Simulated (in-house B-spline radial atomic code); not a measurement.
A fraction x of an electron is removed from 4d in In⁵⁺, starting from [Kr] 4d8 and keeping the highest spin. Method: scalar-relativistic (X2C) r2SCAN, spin-polarised, spherical fractional occupations, Fermi nucleus of rms radius 4.6156 fm. Calculated with an all-electron radial atomic-structure program (B-spline basis).

| x | E(x) - E(0) (eV) | 4d down level (eV) |
| --- | --- | --- |
| 0 | 0.0000 | -82.571 |
| 0.04 | 3.3173 | -83.293 |
| 0.22 | 18.6038 | -86.561 |
| 0.27 | 22.9547 | -87.474 |
| 0.39 | 33.5833 | -89.672 |
| 0.5 | 43.5584 | -91.696 |
| 0.57 | 50.0224 | -92.989 |
| 0.64 | 56.5769 | -94.285 |
| 0.78 | 69.9590 | -96.890 |
| 0.89 | 80.7299 | -98.946 |
| 1 | 91.7274 | -101.010 |

The exact functional would give a straight line between the two integer points. Deviations E(x) - E(0) - x[E(1) - E(0)], in eV: -0.352 at x = 0.04, -1.576 at x = 0.22, -1.812 at x = 0.27, -2.19 at x = 0.39, -2.305 at x = 0.5, -2.262 at x = 0.57, -2.129 at x = 0.64, -1.588 at x = 0.78, -0.907 at x = 0.89.

The curve lies below the straight line by up to 2.305 eV (at x = 0.5): convex, the delocalisation error that favours fractional charges.

Task: How well does Slater's transition state (minus the level at half occupation) give the ionisation energy?

Result: It gives 91.696 eV against 91.727 eV from the two total energies; NIST lists 90.00 eV, ground level to ground level.
